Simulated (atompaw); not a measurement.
**Pseudopotential generation for I: PAW (atompaw), PBE, scalar-relativistic.**

atompaw 4.2.0.5 input, output lines left out:

```
I 53
GGA-PBE scalarrelativistic loggrid 1500 logderivrange -3 5 201
5 5 4 0 0 0
5 1 5
0 0 0
c
c
c
c
v
c
c
c
v
c
c
1
1.95 1.70 1.35 1.95
y
1.9
n
y
0.85
n
bloechl sinc
bessel
```

All-electron outer shells of the reference configuration (PBE, scalar-relativistic, ld1.x):

| shell | level (eV) | outermost node (bohr) | outermost maximum (bohr) |
| --- | --- | --- | --- |
| 4p | -127.57 | 0.37 | 0.72 |
| 4d | -50.28 | 0.35 | 0.78 |
| 5s | -17.41 | 0.88 | 1.70 |
| 5p | -7.09 | 0.96 | 2.02 |

**Question.** Is a potential produced?

**Answer.** No. atompaw 4.2.0.5 stopped with "atompaw: terminating projector 1000": the iteration for the Blöchl projector did not settle.
